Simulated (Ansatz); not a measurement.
Geometry optimisation, RKS BLYP/def2-SVP in Ansatz 0.2.0.

input.yaml

```yaml
crystal:
  periodic: [false, false, false]
  atoms:
    - { symbol: C, position_ang: [-1.6047, 1.3561, 0.5864] }
    - { symbol: C, position_ang: [-0.7938, 0.3749, 0.5299] }
    - { symbol: C, position_ang: [0.2297, 0.2258, -0.5317] }
    - { symbol: Si, position_ang: [1.4479, -1.2999, -0.3804] }
    - { symbol: S, position_ang: [0.6023, 1.2256, -1.8339] }
    - { symbol: H, position_ang: [-1.6552, 2.2212, -0.1559] }
    - { symbol: H, position_ang: [-2.3711, 1.4607, 1.3669] }
    - { symbol: H, position_ang: [-0.8135, -0.3729, 1.2921] }
    - { symbol: H, position_ang: [0.9775, -2.1011, 0.8513] }
    - { symbol: H, position_ang: [2.8067, -0.9471, -0.1621] }
    - { symbol: H, position_ang: [1.2397, -2.2003, -1.5419] }
basis:
  gaussian: { orbitals: def2-SVP }
hamiltonian:
  xc: blyp
relax:
  f_tol: 0.02
  max_steps: 50
output:
  orbitals: {}
```

Run as:

```bash
$ ansatz run input.yaml --threads 2 --pin off --max-ram 3072MiB --backend cpu --events-out ev --progress --plain --runs-dir out
```

**Question.** Where does it end, and by what steps?

**Answer.** It converged. After 5 steps the energy has fallen by 0.455 eV; H9 moved furthest, 0.14 Å.

```csv
step,energy less start (eV),largest force component (eV/Å),accepted
0,0.0000,5.270,yes
1,-0.3980,1.454,yes
2,-0.4207,0.512,yes
3,-0.4500,0.211,yes
4,-0.4550,0.028,yes
5,-0.4552,0.013,yes
```

```xyz
11
Properties=species:S:1:pos:R:3
C -1.662 1.432 0.565
C -0.788 0.393 0.540
C 0.270 0.188 -0.471
Si 1.415 -1.354 -0.352
S 0.571 1.210 -1.753
H -1.620 2.214 -0.210
H -2.426 1.518 1.351
H -0.858 -0.374 1.331
H 1.075 -2.199 0.847
H 2.839 -0.902 -0.239
H 1.250 -2.183 -1.589
```

Whether the end is a true minimum wasn't checked by a vibrational analysis.

The run took 15 s on 2 threads of Arm Neoverse V1, with other jobs on the host, peak memory 0.15 GiB.
